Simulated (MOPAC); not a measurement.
Input file for MOPAC: AM1 on AlO+, 2S+1 = 3, a spin state set in the input, which need not be the lowest, a point of a bond scan (R = 1.612 Å). Charge +1.

```
AM1 1SCF PRECISE CHARGE=1 UHF MS=1 THREADS=1
AlO

O      0.00000000 1     0.00000000 1     0.00000000 1
Al     0.00000000 1     0.00000000 1     1.61152400 1
```

Output:

```
*******************************************************************************
 **                                                                           **
 **                              MOPAC v23.2.5                                **
 **                                                                           **
 *******************************************************************************
 ** MOPAC's Digital Object Identifier: https://doi.org/10.5281/zenodo.6511958 **
 **                                                                           **
 ** Please cite the open-source release paper for use of this MOPAC version:  **
 ** J. E. Moussa and J. J. P. Stewart (2026)                                  **
 ** MOPAC: An open-source semiempirical molecular orbital program             **
 ** J. Open Source Softw., 11(119), 8025, https://doi.org/10.21105/joss.08025 **
 *******************************************************************************

                              AM1 CALCULATION RESULTS

 *******************************************************************************
 *  AM1        - The AM1 Hamiltonian to be used
 *  UHF        - UNRESTRICTED HARTREE-FOCK CALCULATION
 *
 *
 *
 *                 CHARGE ON SYSTEM = +1
 *
 *
 *
 *  MS=        - IN MECI, MAGNETIC COMPONENT OF SPIN =  1.0
 *  PRECISE    - TIGHTER CRITERIA TO BE USED
 *  1SCF       - DO 1 SCF AND THEN STOP
 *  THREADS=1  - MULTI-THREADING NOT USED
 *  T=         - A TIME OF 172800.0 SECONDS REQUESTED
 *  DUMP=N     - RESTART FILE WRITTEN EVERY 7200.0 SECONDS REQUESTED
 *******************************************************************************
AM1 1SCF PRECISE CHARGE=1 UHF MS=1 THREADS=1
 AlO

   ATOM   CHEMICAL          X               Y               Z
  NUMBER   SYMBOL      (ANGSTROMS)     (ANGSTROMS)     (ANGSTROMS)

     1       O          0.00000000  *   0.00000000  *   0.00000000  *
     2      Al          0.00000000  *   0.00000000  *   1.61152400  *



          CARTESIAN COORDINATES

    NO.       ATOM           X           Y           Z

     1         O          0.0000      0.0000      0.0000
     2        Al          0.0000      0.0000      1.6115

  O: (AM1): M.J.S. DEWAR ET AL, J. AM. CHEM. SOC. 107 3902-3909 (1985)
 Al: (AM1): M. J. S. Dewar, A. J. Holder, Organometallics, 9, 508-511 (1990).

           Empirical Formula: O Al  =     2 atoms



      MOLECULAR POINT GROUP   :   C*v


          UHF CALCULATION, NO. OF ALPHA ELECTRONS =    5
                           NO. OF BETA  ELECTRONS =    3

 -------------------------------------------------------------------------------
 AM1 1SCF PRECISE CHARGE=1 UHF MS=1 THREADS=1
 AlO



     1SCF WAS SPECIFIED, SO BFGS WAS NOT USED
     SCF FIELD WAS ACHIEVED


                              AM1 CALCULATION
                                                       MOPAC v23.2.5 Linux




          FINAL HEAT OF FORMATION =        237.09067 KCAL/MOL =     991.98737 KJ/MOL


          COSMO AREA              =         79.14 SQUARE ANGSTROMS
          COSMO VOLUME            =         64.91 CUBIC ANGSTROMS

          IONIZATION POTENTIAL    =         16.440860 EV
          ALPHA SOMO LUMO (EV)    =        -16.441 -6.388
          BETA  SOMO LUMO (EV)    =        -19.177 -8.820
          NO. OF ALPHA ELECTRONS  =          5
          NO. OF BETA  ELECTRONS  =          3
          MOLECULAR WEIGHT        =         42.9809         POINT GROUP:  C*v

          MOLECULAR DIMENSIONS (Angstroms)

            Atom       Atom       Distance
           Al     2    O     1     1.61152
           Al     2    O     1     0.00000
            O     1   Al     2     0.00000


          SCF CALCULATIONS        =          1





   ATOM   CHEMICAL          X               Y               Z
  NUMBER   SYMBOL      (ANGSTROMS)     (ANGSTROMS)     (ANGSTROMS)

     1       O          0.00000000  *   0.00000000  *   0.00000000  *
     2      Al          0.00000000  *   0.00000000  *   1.61152400  *

                             CARTESIAN COORDINATES

   1    O        0.000000000     0.000000000     0.000000000
   2   Al        0.000000000     0.000000000     1.611524000


           Empirical Formula: O Al  =     2 atoms



      MOLECULAR POINT GROUP   :   C*v


          ALPHA EIGENVALUES
 -42.66949 -21.98088 -21.54208 -20.11011 -16.44086  -6.38804  -6.17434  -4.21592


           BETA EIGENVALUES
 -38.49826 -20.09232 -19.17674  -8.81981  -8.70460  -5.60642  -4.44600  -3.11005


              NET ATOMIC CHARGES AND DIPOLE CONTRIBUTIONS

  ATOM NO.   TYPE          CHARGE      No. of ELECS.   s-Pop       p-Pop
    1          O          -0.195694        6.1957     1.92279     4.27291
    2         Al           1.195694        1.8043     1.19619     0.60812
 DIPOLE           X         Y         Z       TOTAL
 POINT-CHG.     0.000     0.000     4.396     4.396
 HYBRID        -0.000     0.000    -0.168     0.168
 SUM           -0.000     0.000     4.228     4.228


          ATOMIC ORBITAL ELECTRON POPULATIONS

     Atom    s        px        py        pz
    1  O   1.92279   1.81858   0.93776   1.51657
    2 Al   1.19619   0.18142   0.06224   0.36446


                    (SZ)    =    1.000000
                    (S**2)  =    2.006040


          ATOMIC ORBITAL SPIN POPULATIONS

    Atom   Total    s     px     py     pz
         Atomic
    1  O  1.1454  0.006  0.011  0.938  0.191
    2 Al  0.8546  0.653 -0.011  0.062  0.150

 **********************
 *                    *
 * JOB ENDED NORMALLY *
 *                    *
 **********************




 == MOPAC DONE ==
```

The run finished.

Cost: very roughly 0.020 core-seconds.
